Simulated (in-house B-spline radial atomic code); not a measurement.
**LC-wPBE excitations of Ne8+**

Method: LC-wPBE. Computed with a B-spline radial code for spherical atoms: linear response of the closed shell 1s2 with the functional's adiabatic kernel; scalar-relativistic (spin-free one-electron X2C), finite nucleus, no spin-orbit coupling, no double excitations, S, P, D and F terms only.

Command:
```bash
python run_td.py task.json out
```
Settings (radii: box in bohr, nucleus in fm):
```
Z                        10
electrons                2
configuration            1s2
hamiltonian              x2c
method                   lc_wpbe
box_radius               11.59
rms_radius               3.0055
intervals                71
```

Run time, properties included: 0.3 s on 1 thread of Arm Neoverse N1, on a shared host.

The lowest states, in the order of their Tamm-Dancoff energies; the method's threshold (minus the highest occupied level) is 1142.14 eV. Labels give the largest channel, * marks a mixed state, and oscillator strengths are full-response dipole values. Semilocal kernels can invert the small singlet-triplet splittings of Rydberg terms. Energies in eV:

```csv
state,full response,Tamm-Dancoff,oscillator strength
1s → 2s 3S,881.88,881.90,-
1s → 2s 1S,891.51,891.63,-
1s → 2p 3P,?,?,-
1s → 2p 1P,900.47,900.51,0.66
1s → 3s 3S,1026.37,1026.37,-
1s → 3s 1S,1028.82,1028.85,-
1s → 3p 3P,?,?,-
1s → 3p 1P,1031.71,1031.72,0.136
1s → 3d 3D,1033.32,1033.32,-
1s → 3d 1D,1033.38,1033.38,-
1s → 4s 3S,1075.69,1075.69,-
1s → 4s 1S,1076.71,1076.73,-
1s → 4p 3P,1077.15,1077.15,-
1s → 4p 1P,1077.89,1077.90,0.0536
1s → 4f 3F,1078.01,1078.01,-
1s → 4f 1F,1078.01,1078.01,-
```

Q: Where does 1s → 3p 3P lie?

A: At 1029.97 eV in full response, 1029.97 eV in Tamm-Dancoff.

Q: Where does 1s → 2p 3P lie?

A: At 893.77 eV in full response, 893.80 eV in Tamm-Dancoff.

Q: How large is the singlet-triplet splitting of 1s → 2s (S terms) in Tamm-Dancoff?

A: 9.73 eV, from the unrounded values.

Q: What polarisabilities and dispersion coefficient does the method give?

A: Dipole 0.001061 bohr³, quadrupole 4.138e-05 bohr⁵, C6 3.281e-05 hartree·bohr⁶ for two such species.
